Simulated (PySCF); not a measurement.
Stepwise substitution at one centre (B NH2-SiH3). Gas-phase values, no solvent. Strings in code marks are SMILES.

The HOMO–LUMO gap from two functionals at the same geometries (B3LYP-D3(BJ)/def2-TZVP), both in PySCF: PBE-D3(BJ)/def2-TZVP and B3LYP-D3(BJ)/def2-TZVP. B3LYP has the VWN-RPA correlation part, as in Gaussian. 

```
species                                                PBE-D3(BJ)/def2-TZVP (eV)  B3LYP-D3(BJ)/def2-TZVP (eV)
-----------------------------------------------------  -------------------------  ---------------------------
0 of 3 NH2 replaced by SiH3 (`NB(N)N`)                                      5.17                         6.81
1 of 3 NH2 replaced by SiH3                                                 5.41                         7.22
2 of 3 NH2 replaced by SiH3                                                 4.26                         5.96
3 of 3 NH2 replaced by SiH3 (`[SiH3]B([SiH3])[SiH3]`)                       2.77                         4.50
```

Over these rows, drawn at random from the members with no instability flagged (it was tested for open shells, ions and some series alone), PBE minus B3LYP-D3(BJ): mean -1.72 eV, from -1.81 eV to -1.64 eV.
